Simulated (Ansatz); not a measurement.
Two structures of SiH5BrO, closed shell, reached by relaxing down either side of one saddle point (PBE0-D4/def2-TZVP). Energies are electronic, without zero-point energy. Ansatz 0.2.0; basis: def2-TZVPP and def2-QZVPP; cores frozen in the correlated methods. Filled d shells of the heavier atoms are correlated. The def2 sets are not built for correlating such inner shells, so the correlated values are less sure here. Extrapolation: Hartree–Fock as exp(−7.88 √X), correlation as X^−2.97. First:

Si1  (-0.258, -0.674, 0.450)
Br2  (1.785, -0.408, -0.391)
H3  (-0.721, -1.994, -0.036)
H4  (-1.105, 0.436, -0.022)
O5  (-0.244, -0.582, 2.080)
H6  (0.369, 1.982, -2.165)
H7  (-0.125, 2.443, -2.484)
H8  (0.299, -1.203, 2.569)
(Å)

Second:

| atom | x (Å) | y (Å) | z (Å) |
| --- | --- | --- | --- |
| Si1 | -1.0885 | -0.0275 | -0.0101 |
| Br2 | 2.8475 | -0.1665 | -0.3644 |
| H3 | -1.2348 | -1.3426 | -0.6900 |
| H4 | -2.4196 | 0.5165 | 0.3398 |
| O5 | -0.2423 | -0.1355 | 1.3934 |
| H6 | 1.8741 | 0.6441 | -1.0162 |
| H7 | -0.4193 | 0.8969 | -0.9770 |
| H8 | 0.6829 | -0.3855 | 1.3246 |

**Question.** Which bonds change from the first to the second?

**Answer.** SiH₃BrO ([OH][SiH2][Br]) + H₂ → SiH₄O ([OH][SiH3]) + HBr; bonds formed: Si1–H7, Br2–H6; bonds broken: Si1–Br2, H6–H7.

**Question.** Give the saddle point's structure and its height above each. (Judge from chemistry; the value comes from the calculation.)

**Answer.** Computed: 202.6 kJ/mol above the first and 123.7 kJ/mol above the second (CCSD(T) at an estimated basis limit (MP2 extrapolated from triple and quadruple zeta, plus CCSD(T) − MP2 in triple zeta)).
```
8
angstrom
Si -0.5842 -0.1579 0.0020
Br 2.1168 -0.4086 -0.4229
H -0.6587 -1.3446 -0.8603
H -1.8851 0.5558 0.0004
O -0.2012 -0.1308 1.5718
H 0.6453 0.7660 -0.9684
H -0.1384 1.1313 -1.0715
H 0.7057 -0.4112 1.7490
```

T1 diagnostic: at most 0.011.

Labels in which every atom is bracketed show which atoms are joined, not bond orders.

For scale, one of the runs: CCSD(T)/def2-TZVPP, 191 basis functions, launched by `ansatz run in.yaml --threads 4 --pin off --events-out ev --progress --plain --max-ram 9574MiB`. The run took 53 s on 4 CPU threads of an Arm Neoverse V2 (shared host), with 2.1 GiB of host memory at its peak.
